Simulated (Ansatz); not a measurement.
Mulliken charges of C3H4AlI (`IC1=[CH][AlH][CH2]1`) from r2SCAN/def2-TZVPP in Ansatz (PBE0-D4/def2-TZVP geometry).

```
atom   x (Å)   y (Å)   z (Å)  charge (e)
  I1   0.697  -2.508   1.270      -0.104
  C2   0.348  -0.653   0.286       0.172
  C3   1.305   0.034  -0.358      -0.383
 Al4  -0.078   1.305  -0.736       0.534
  C5  -1.040  -0.068   0.304      -0.324
  H6   2.335  -0.284  -0.439       0.070
  H7  -0.306   2.687  -1.474      -0.106
  H8  -1.778  -0.711  -0.180       0.071
  H9  -1.394   0.152   1.313       0.071
```

By hand: the dipole of these point charges (1 e Å = 4.8032 D).

Σ q r = (-0.246, 0.510, -0.231) e Å, of length 0.612 e Å = 2.94 D.

How does the dipole of the full density compare? (An estimate is asked.)

Ansatz gave: (-0.134, 0.395, -0.194) e Å, 2.21 D; the point charges give 1.33 times that, at 7° from its direction.

Point charges leave out the atoms' own dipoles, such as those of lone pairs, and Mulliken's split depends on the basis, so the two needn't agree.
